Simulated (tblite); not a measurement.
C₄H₁₂NSi (doublet state).
Numbering: `[CH3:1][N:2]([CH3:3])[Si:4]([CH3:5])[CH3:6]` (hydrogens: H7, H8, H9 on C1; H10, H11, H12 on C3; H13, H14, H15 on C5; H16, H17, H18 on C6)

Structure used (GFN2-xTB), in Å, numbered top down from 1:
```xyz
18
C4H12NSi angstrom
C     -1.5973   -0.9447    0.7963
N     -0.8284   -0.0061    0.0247
C     -1.6647    0.8688   -0.7517
Si     0.7775    0.4650    0.5014
C      1.6998   -1.1231    1.0210
C      1.6143    1.2329   -1.0330
H     -2.2515   -0.4405    1.5194
H     -2.2298   -1.5390    0.1297
H     -0.9346   -1.6135    1.3362
H     -2.2807    0.2790   -1.4377
H     -2.3383    1.4589   -0.1170
H     -1.0513    1.5503   -1.3326
H      2.7663   -0.9309    1.0779
H      1.5419   -1.9209    0.2974
H      1.3850   -1.4858    1.9942
H      1.2695    2.2425   -1.2321
H      2.6883    1.2813   -0.8851
H      1.4253    0.6320   -1.9207
```

Computed values, GFN2-xTB/tblite, gas phase, harmonic and unscaled. Against measured fundamentals such values can be off by several per cent, at times by over 20. One conformer, not necessarily the lowest. Open shells enter through the occupations alone, without spin polarisation, and single modes of such species can be off by tens of per cent.

Harmonic wavenumbers (cm⁻¹): 51.7, 128.2, 131.1, 143.4, 176.9, 187.6, 192.3, 214.6, 289.1, 301.2, 386.2, 626.9, 706.9, 744.3, 784.2, 823.8, 838.3, 849.1, 1032.5, 1056.5, 1086.0, 1127.1, 1209.6, 1292.3, 1357.1, 1365.1, 1417.6, 1427.7, 1476.3, 1483.7, 1487.2, 1492.5, 1498.8, 1504.8, 1506.7, 1512.2, 2884.1, 2885.3, 2940.4, 2945.7, 2993.2, 2997.6, 3044.5, 3045.9, 3050.7, 3054.0, 3057.2, 3057.8.

A = 3499, B = 2333, C = 1522 MHz; mass 102.074 u (most abundant isotopes); point group Cs, symmetry number 1; spin multiplicity 2.

Zero-point energy?

Half the sum of the wavenumbers: 33933 cm⁻¹ = 405.93 kJ/mol.

What is S at 273.15 K and 1 bar for an ideal gas of classical rigid rotors and harmonic oscillators?

Translation 164.73, rotation 114.59, vibration 108.97, spin (R ln 2) 5.76: S = 394.1 J/(mol K).

And Cp and H(273.15 K) − H(0)?

Cp = 140.65 J/(mol K), of which vibrations give 107.39 (their classical limit is 48 R = 399.1); H(273.15 K) − H(0) = 25.10 kJ/mol without the zero-point energy, 16.01 from vibrations.

What must be added to the electronic energy to get the Gibbs energy at 273.15 K and 1 bar?

ZPE + [H(273.15 K) − H(0)] − T·S = 405.93 + 25.10 − 107.64 = 323.39 kJ/mol.

How do the functions run with temperature in this model?

```csv
T (K),S (J/(mol K)),Cp (J/(mol K)),H − H(0) (kJ/mol),G − H(0) (kJ/mol),ln q(vib)
150,322.3,102.6,10.13,-38.22,2.76
250,381.9,133.3,21.93,-73.56,5.45
298.15,406.7,148.7,28.71,-92.55,6.70
400,455.1,181.8,45.55,-136.47,9.22
600,539.9,237.9,87.78,-236.16,13.90
900,648.4,297.3,168.67,-414.91,20.39
```

q(vib) and H(0) count from the zero-point level.

Which modes carry the vibrational entropy at 273.15 K?

51.7 cm⁻¹: 19.16; 128.2 cm⁻¹: 11.74; 131.1 cm⁻¹: 11.56; 143.4 cm⁻¹: 10.84; 176.9 cm⁻¹: 9.20; 187.6 cm⁻¹: 8.74 J/(mol K); the other 42 give 37.74 together.

Blend soft modes into free rotors: weight 1/[1 + (100 cm⁻¹/ν̃)⁴] for the oscillator and the rest for a rotor with moment μB/(μ + B), μ = h/(8π²ν), B = 10⁻⁴⁴ kg m². What vibrational entropy results?

103.84 J/(mol K) in place of 108.97, which changes −T·S at 273.15 K by +1.40 kJ/mol.

Hindered rotation and anharmonicity are outside this model. Other conformers, if any are populated, would add a mixing term that is left out.
